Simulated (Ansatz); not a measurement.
Species: sum formula LiOH, net charge 0, singlet state. 
Structure (B3LYP-D3(BJ)/def2-TZVP (Ansatz, a program for electronic structure) minimum search):
```
O
H 1 0.9514
Li 1 1.5725 2 180.00
```

Atomisation energy built up term by term with Ansatz (kcal/mol; UHF references for open shells; valence terms freeze the core; atomic spin-orbit terms are left out; no core correlation term is included; no scalar relativity (X2C) term is included). CBS marks a two-point X^-3 extrapolation of the correlation energy; Hartree-Fock from the larger set.

```json
[
 {"term": "Hartree-Fock", "basis": "def2-QZVPPD", "kcal/mol": "130.51"},
 {"term": "CCSD correlation", "basis": "CBS(def2-TZVPPD,def2-QZVPPD)", "kcal/mol": "76.26"},
 {"term": "(T)", "basis": "CBS(def2-TZVPPD,def2-QZVPPD)", "kcal/mol": "4.81"},
 {"term": "sum: De", "basis": "", "kcal/mol": "211.6"}
]
```

(T) makes 2.3 % of the CCSD(T) atomisation energy; under 5 % is typical of single-reference molecules.
